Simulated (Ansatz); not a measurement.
Input for Ansatz (a program for electronic structure): R-r2SCAN/aug-cc-pV(T+d)Z on BeClH (SMILES [BeH][Cl]), a point of a bond scan (R = 1.323 Å). Files ending in .json are basis or fitting sets from the Basis Set Exchange.

Ansatz 0.2 input:
```yaml
crystal:
  periodic: [false, false, false]
  atoms:
    - {symbol: Be, position_ang: [-0.00000000, -0.00000000, -1.33527396]}
    - {symbol: H, position_ang: [0.00000000, 0.00000000, -2.65794482]}
    - {symbol: Cl, position_ang: [0.00000000, 0.00000000, 0.47053180]}
basis:
  gaussian:
    orbitals: aug-cc-pV_T+d_Z.json
    pivot_positions_ang: [[-0.00000000, -0.00000000, -1.33527396], [0.00000000, 0.00000000, -2.65794482], [0.00000000, 0.00000000, 0.47053180]]
hamiltonian:
  xc: {name: r2SCAN}
scf: {lower_state_search: off}
output: {orbitals: {seedname: ./end}}
```

The log:

```
WARN ansatz: RAYON_NUM_THREADS=1 ignored (pool sized by the plan → 1); use --threads N
Functional definition: r2SCAN
these checks for a lower state are left out or cut short: stability, starts, cluster_reference, orbital_swaps, neighbouring_geometries, increment
integrals: 0.03 GiB planned
628 factors; their error is unknown
mean field: 0.33 GiB planned
mean field evaluation 1: about -12940.6629 eV, gradient 1.5e1 eV
mean field evaluation 2: about -12940.9855 eV, gradient 1.3e1 eV
mean field evaluation 4: about -12941.3180 eV, gradient 8.7e-1 eV
mean field evaluation 8: about -12941.2844 eV, gradient 3.3e-1 eV
mean field evaluation 16: about -12941.2845 eV, gradient 3.5e-6 eV
mean field -12941.28450216 eV, -475.5834335368 hartree, gradient 3.3e-6 eV, S^2 0.000000; 0 other end points of the search recorded, 0 dependent functions left out
reference -12941.28452020 eV, -475.5834341996 hartree; 11, 11 occupied and 113, 113 virtual orbitals, 628 factors
Total energy: -12941.28452020 eV, -475.5834341996 hartree
Checks for a lower state left out: stability, starts, cluster_reference, orbital_swaps, neighbouring_geometries, increment
```

Self-consistency was reached.

Cost: about 1.9 core-seconds (a rough figure).
